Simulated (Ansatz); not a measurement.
Cu2H⁺, 3 atoms. Hardware: 4 threads of Arm Neoverse N1 on a shared host.

Correlated methods freeze 18 core orbitals.

Question: How many basis functions does each of these Ansatz runs have, and roughly what does it cost? RPA@PBE/def2-TZVP, charge 1 triplet, energy, from earlier orbitals; MP2/def2-TZVP, charge 1 triplet, energy, from earlier orbitals; PBE-D4/def2-TZVP, charge 1 triplet, energy, from earlier orbitals; PBE-D4/def2-TZVP, charge 0 doublet at the geometry of the charge 1 singlet, energy, from earlier orbitals; r2SCANh-D4/def2-TZVP, charge 1 singlet, energy, from earlier orbitals; B97M-V/def2-TZVP, charge 1 triplet, energy, from earlier orbitals; CCSD(T)/def2-TZVPP, charge 1 singlet, energy, from earlier orbitals; B97M-V/def2-TZVP, charge 1 quintet, energy, from earlier orbitals; HF/STO-3G, charge 1 singlet, energy; r2SCANh-D4/def2-TZVP, charge 1 triplet, energy, from earlier orbitals; PBE0-D4/def2-SVP, charge 1 unrestricted singlet, energy with a search over starts; HF/STO-3G, charge 1 triplet, energy.

Answer: Other jobs shared the machine, so times can vary by a factor of up to 3. A dash marks memory too small to be measured apart from the calling script's.

| run | functions | fitting or Cholesky vectors | wall time | peak host memory (GiB) |
| --- | --- | --- | --- | --- |
| HF/STO-3G, charge 1 singlet, energy | 37 | 316 | 0.4 s | – |
| MP2/def2-TZVP, charge 1 triplet, energy, from earlier orbitals | 96 | 994 | 1.6 s | – |
| PBE-D4/def2-TZVP, charge 0 doublet at the geometry of the charge 1 singlet, energy, from earlier orbitals | 96 | 950 | 1.7 s | – |
| PBE0-D4/def2-SVP, charge 1 unrestricted singlet, energy with a search over starts | 67 | 747 | 1.8 s | – |
| PBE-D4/def2-TZVP, charge 1 triplet, energy, from earlier orbitals | 96 | 950 | 2 s | – |
| RPA@PBE/def2-TZVP, charge 1 triplet, energy, from earlier orbitals | 96 | 994 | 2.7 s | – |
| r2SCANh-D4/def2-TZVP, charge 1 singlet, energy, from earlier orbitals | 96 | 994 | 3.6 s | – |
| HF/STO-3G, charge 1 triplet, energy | 37 | 316 | 6 s | – |
| B97M-V/def2-TZVP, charge 1 triplet, energy, from earlier orbitals | 96 | 950 | 7.5 s | – |
| CCSD(T)/def2-TZVPP, charge 1 singlet, energy, from earlier orbitals | 142 | 993 | 7.5 s | 0.58 |
| r2SCANh-D4/def2-TZVP, charge 1 triplet, energy, from earlier orbitals | 96 | 994 | 10 s | – |
| B97M-V/def2-TZVP, charge 1 quintet, energy, from earlier orbitals | 96 | 950 | 55 s | – |
